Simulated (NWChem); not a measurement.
Species: C₂H₅BF₂O; SMILES C[C@@H](F)B(O)F

```xyz
11

C     -1.2262    -1.3589    -0.4519
C     -0.1467    -0.6994     0.3786
F      1.0788    -1.3400     0.1478
B      0.0651     0.8419     0.0670
O      1.2560     1.3048    -0.3380
F     -0.9465     1.6913     0.2054
H     -1.0051    -1.2758    -1.5270
H     -1.3184    -2.4266    -0.2028
H     -2.1952    -0.8731    -0.2640
H     -0.3794    -0.8301     1.4525
H      1.8821     0.5690    -0.3887
```
Atoms are numbered in this order, from 1.

Structure relaxed at the PBE0/def2-SVP level.

Give the principal values of the shielding tensors (ppm) of C1, C2, F3, B4, O5 from KT2/pcSseg-1, GIAO (NWChem), with their diamagnetic and paramagnetic parts as GIAO splits them.


```tsv
atom	σ11	σ22	σ33	isotropic	diamagnetic	paramagnetic
C1	146.4	166.2	182.6	165.1	250.4	-85.3
C2	59.9	76.8	167.4	101.3	250.6	-149.3
F3	372.0	389.2	427.5	396.2	476.3	-80.1
B4	49.3	80.7	87.6	72.5	195.1	-122.5
O5	22.0	238.0	302.4	187.5	389.9	-202.4
```
